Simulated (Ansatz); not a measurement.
The same path of AlF2H3N (7 atoms, charge 0, multiplicity 2) was run twice with different band settings. Lost on the way: Al1–H2. Made: H2–N5.

All numbers below come from UHF/6-31G* in Ansatz.

Relaxed end points:

```xyz
7
Properties=species:S:1:pos:R:3
Al -0.090 0.317 0.644
H -0.525 1.831 0.751
F 1.463 -0.023 0.195
F -1.226 -0.794 0.190
N 0.087 -0.310 2.614
H -0.653 -0.733 3.150
H 0.943 -0.289 3.146
```

```xyz
7
Properties=species:S:1:pos:R:3
Al 0.021 0.088 0.198
H -0.438 1.264 2.584
F 1.575 -0.503 0.230
F -1.142 -1.100 0.144
N -0.104 0.372 2.264
H -0.722 -0.340 2.617
H 0.811 0.218 2.653
```

Common settings: spring 5.0 eV/Å²; optimiser quadratic models (default); start path through a guess of the saddle point; force threshold 0.05 eV/Å; iteration limit 60; end points relaxed.

| run | movable images | climbing image |
| --- | --- | --- |
| 1 | 5 | yes |
| 2 | 4 | no |

(1) What does each run give, and how far can it be trusted?

## Answers

(1) Run 1: converged after 23 iterations, highest image 1.407 eV above the first end. Neighbouring images differ by up to 1.3 eV, so the band resolves the path poorly. A vibrational analysis at the climbing image gives one clearly imaginary mode, 1822i cm⁻¹: a first-order saddle point.
Run 2: converged after 38 iterations, highest image 1.129 eV above the first end. Neighbouring images differ by up to 1.4 eV, so the band resolves the path poorly. No image climbed, so the highest image needn't sit at the top of the path.
